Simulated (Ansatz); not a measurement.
Consider the formal exchange of groups at a C–S bond: `COCS[SiH3]` + `[OH][AlH2]` → `CO[CH2][AlH][OH]` + `[SiH3]S`.

Gas-phase electronic energies from Ansatz, PBE0-D4/def2-TZVP geometries. CBS: MP2 limit from def2 TZ/QZ plus the TZ coupled-cluster correction, frozen cores. This one scheme is used for every species. DFT in def2-TZVPP. B3LYP here is the variant with VWN-RPA as its local correlation; programs differ in this. Each species was taken in one conformer, which may not be the lowest.

`COCS[SiH3]`:

Z-matrix (Å, degrees):
```
C
O 1 1.409
H 1 1.089 2 106.9
H 1 1.098 2 110.9 3 -119.1
H 1 1.095 2 111.2 3 119.6
C 2 1.384 1 114.1 3 177.8
S 6 1.840 2 115.1 1 68.8
H 6 1.097 2 112.1 1 -50.6
H 6 1.090 2 106.9 1 -170.7
Si 7 2.133 6 97.9 2 55.6
H 10 1.484 7 105.8 6 166.1
H 10 1.485 7 112.7 6 -74.8
H 10 1.487 7 109.7 6 46.9
```

`[OH][AlH2]`:

Cartesian coordinates in Å:
```
O -0.118 1.120 0.461
Al 0.214 -0.462 -0.054
H -0.842 1.643 0.121
H -0.706 -1.138 -1.153
H 1.453 -1.162 0.624
```

`CO[CH2][AlH][OH]`:

Z-matrix (Å, degrees):
```
C
O 1 1.395
H 1 1.104 2 111.9
H 1 1.091 2 108.0 3 -119.3
H 1 1.100 2 111.7 3 120.9
C 2 1.422 1 111.9 3 -59.2
Al 6 1.986 2 112.5 1 75.0
H 6 1.097 2 106.2 1 -166.3
H 6 1.102 2 110.4 1 -52.8
O 7 1.698 6 118.5 2 13.5
H 7 1.582 6 124.8 2 -169.4
H 10 0.957 7 121.2 6 1.0
```

`[SiH3]S`:

```xyz
6

Si   -0.446   -0.200   -0.200
S     1.569    0.514   -0.216
H    -0.601   -1.379    0.690
H    -0.723   -0.587   -1.604
H    -1.397    0.855    0.233
H     1.597    0.796    1.097
```

Problem. Is it downhill or uphill in electronic energy at CCSD(T)/CBS, and by how much? (An estimate is asked.)

Solution. The calculation gave: Downhill: ΔE = -11.9 kJ/mol.

Problem. What do these levels give: PBE0-D4, B3LYP-D4, ωB97X-V, ωB97M-V, PBE, PBE0, SCS-MP2/def2-TZVPP, HF/def2-QZVPP, SCS-MP2/def2-QZVPP, HF/CBS(def2), MP2/CBS(def2), CCSD/CBS(def2)? (An estimate is asked.)

Solution. The calculation gave: PBE0-D4 -11.8, B3LYP-D4 -11.6, ωB97X-V -11.2, ωB97M-V -14.2, PBE -15.7, PBE0 -15.4, SCS-MP2/def2-TZVPP -9.5, HF/def2-QZVPP -13.3, SCS-MP2/def2-QZVPP -9.4, HF/CBS(def2) -13.3, MP2/CBS(def2) -8.1, CCSD/CBS(def2) -14.2 kJ/mol.

Largest T1 diagnostic among the species: 0.012.

The D4 term adds +6.5 kJ/mol with B3LYP and +3.6 kJ/mol with PBE0; it sums over pairs of atoms, weighted by their polarisabilities, and B3LYP, whose exchange is more repulsive, gets the larger term.
